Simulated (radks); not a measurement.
Values are calculated unless marked as measured or tabulated.
Species: the tellurium ion Te+. Configuration: [Kr] 4d10 5s2 5p3. Code: a radial shooting solver on a logarithmic mesh with Libxc functionals. Model: scalar-relativistic Kohn-Sham, r2SCAN, spin-polarised, spherical densities, finite nucleus; open shells are filled with parallel spins first (spin-orbit coupling, left out, can overturn this in heavy ions); meta-GGA in the generalised Kohn-Sham scheme; Fermi nuclear charge, rms radius 4.7423 fm.

Unscreened Slater integrals over Kohn-Sham orbitals (eV). They are taken over the spin-up orbitals.

integral     value
F0(5p,5p)   10.011
F2(5p,5p)   5.4074
F0(5p,5s)   10.820
G1(5p,5s)   7.1635
F0(5p,4d)   12.561
F2(5p,4d)   3.3516
G1(5p,4d)   1.0797
G3(5p,4d)  0.97612
F0(5p,4p)   12.762
F2(5p,4p)   2.7943
G0(5p,4p)  0.52524
G2(5p,4p)  0.67056
F0(5s,5s)   11.935
F0(5s,4d)   14.642
G2(5s,4d)   1.8146
F0(5s,4p)   14.951
G1(5s,4p)  0.97204
F0(4d,4d)   25.274
F2(4d,4d)   12.752
F4(4d,4d)   8.4366
F0(4d,4p)   27.256
F2(4d,4p)   13.807
G1(4d,4p)   17.552
G3(4d,4p)   10.854
F0(4p,4p)   29.770
F2(4p,4p)   15.656

Derived for the open shells (J is the average intra-shell exchange parameter used in DFT+U). 5p: J = F2/5 = 1.081 eV.
